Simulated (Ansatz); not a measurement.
Wavefunction ladder for CH4BFO, SMILES `BOCF`

Cartesian coordinates in Å:
```
B -0.947 -0.944 -0.196
O 0.361 -0.611 -0.208
C 0.787 0.650 0.188
F 1.061 1.391 -0.923
H -1.757 -0.156 0.210
H -1.229 -2.036 -0.587
H 0.010 1.168 0.760
H 1.713 0.539 0.757
```

The species carries charge 0 and has multiplicity 1. All single points use the PBE0-D4/def2-TZVP geometry. It is one conformer, not always the lowest. Frozen core, restricted reference, Ansatz. CBS rows extrapolate triple and quadruple zeta; past MP2 they add the triple-zeta difference.

| basis | HF (Eh) | MP2 corr. | CCSD corr. | (T) | CCSD(T) total |
| --- | --- | --- | --- | --- | --- |
| def2-SVP | -239.02035 | -0.58821 | -0.62165 | -0.01398 | -239.65598 |
| def2-TZVPP | -239.31136 | -0.75416 | -0.77906 | -0.02629 | -240.11671 |
| def2-QZVPP | -239.32264 | -0.81500 | – | – | – |
| CBS(def2) | -239.32419 | -0.86007 | -0.88498 | as TZ | -240.23546 |
